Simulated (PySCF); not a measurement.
# Cost of response and excited-state runs on `InChI=1S/C9H10N/c1-3-7-10-8-4-2-6-9(10)5-1/h1-5,7H,6,8H2/q+1`, charge +1

Geometry (Å), atoms numbered from 1 in this order:
```xyz
20

C    -2.2394   -0.3925    0.6175
C    -2.1215    0.9031    0.3928
C    -1.0208    1.3702   -0.5189
N     0.1954    0.6057   -0.2706
C     1.3829    1.2281   -0.2495
C     2.5488    0.5358   -0.0243
C     2.4839   -0.8381    0.1919
C     1.2481   -1.4579    0.1829
C     0.0957   -0.7174   -0.0536
C    -1.2648   -1.3277   -0.0450
H    -2.9950   -0.8139    1.2567
H    -2.7700    1.6466    0.8210
H    -1.3205    1.2034   -1.5623
H    -0.8153    2.4327   -0.3884
H     1.3834    2.2940   -0.4230
H     3.4912    1.0582   -0.0173
H     3.3818   -1.4086    0.3692
H     1.1629   -2.5195    0.3542
H    -1.5914   -1.4912   -1.0803
H    -1.2406   -2.3006    0.4439
```

Total charge +1.

PySCF with density fitting, on 1 thread of an Arm Neoverse V1, shared host. Command: `OMP_NUM_THREADS=1 python excited_run.py task.json out`

Task: How long does this run take, and how much memory?
- vibronic structure, PBE/6-31G*; full response; writes grids

Result: 
```
               run       level  basis functions  wall time  peak memory (GiB)
vibronic structure  PBE/6-31G*              160       78 s               0.78
```
Times from a shared host are rough.
